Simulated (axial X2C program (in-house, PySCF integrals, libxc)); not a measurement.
# Worked dissociation energy of ZrO: PBE0, spin-free

Computed with an in-house all-electron X2C program for linear molecules (integrals from PySCF). Spin-free means the one-electron spin-free X2C Hamiltonian. Basis: Zr dyall-cv3z [11s12p9d6f3g], O dyall-av3z [7s6p3d2f] (cores contracted in-house); Gaussian nuclei, density fitting, unrestricted open shells. Masses: Zr 89.905 u, O 15.995 u.

Molecular state: M_S = 1, Λ = 2 (beyond evenly filled blocks: σα, δ+α).

```
E(Zr) (2M_S = 2, M_L = 0) : -3597.958447 hartree
E(O) (2M_S = 2, M_L = 0)  : -75.075790 hartree
E(ZrO) at Re              : -3673.322880 hartree
ωe                        : 974.9 cm⁻¹
ωexe                      : 2.96 cm⁻¹
```

Task: Work out De and D0.

Result: De = -3597.958447 + (-75.075790) − (-3673.322880) = 0.28864 hartree = 7.854 eV. The zero-point energy is ωe/2 − ωexe/4 = 487 cm⁻¹ = 0.060 eV, so D0 = 7.794 eV.

One determinant describes the state; a PBE0 search over occupations chose it and may have missed a lower one. Dissociation energies refer to the lowest single-determinant-based atoms at the same level and basis. PBE0 can misorder states that lie within some tenths of an eV, so this need not be the ground state of the molecule. The nearest other spin-free determinant of the search, M_S = 0, Λ = 0, lies 0.19 eV up at the distance of the search. Without a current term, density functionals place determinants with orbital angular momentum somewhat too high.

Each atomic determinant is the lowest at this level and need not be a pure term. Totals compare only within one Hamiltonian and basis.
